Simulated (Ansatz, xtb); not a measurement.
System: sum formula GeSiH$_{3}$, charge 0, multiplicity 2. It need not be the lowest isomer of its formula. 
Geometry from a B3LYP-D3(BJ)/def2-TZVP (Ansatz, a program for electronic structure) optimisation:
SMILES: [SiH]=[GeH2]
```xyz
5

Si    -1.5762    -0.0277     0.5324
Ge     0.6453     0.0510    -0.2122
H     -1.7271    -1.4159    -0.0718
H      1.6007    -1.1368    -0.4970
H      1.5447     1.3070    -0.0926
```
Charge 0, spin multiplicity 2.

Harmonic wavenumbers from GFN2-xTB (xtb, at its own minimum), cm⁻¹: 182, 279, 328, 385, 567, 891, 1370, 1498, 2006.

Give the harmonic wavenumbers at B3LYP-D3(BJ)/def2-TZVP (Ansatz, finite differences of forces, unscaled).

168, 347, 348, 393, 679, 880, 2030, 2059, 2089 cm⁻¹. Zero-point energy 12.9 kcal/mol.

From these and the geometry, give the ideal-gas thermochemistry at 298.15 K and 1 atm (rigid rotor, harmonic oscillator).

Point group C1, rotational symmetry number 1. Rotational constants 93.12, 4.236, 4.063 GHz. S(trans) 39.83, S(rot) 22.82, S(vib) 6.29, S(elec, spin only) 1.38, S 70.3 cal/(mol K). H(298) - H(0) 3.52 kcal/mol; G - E(el) -4.6 kcal/mol.
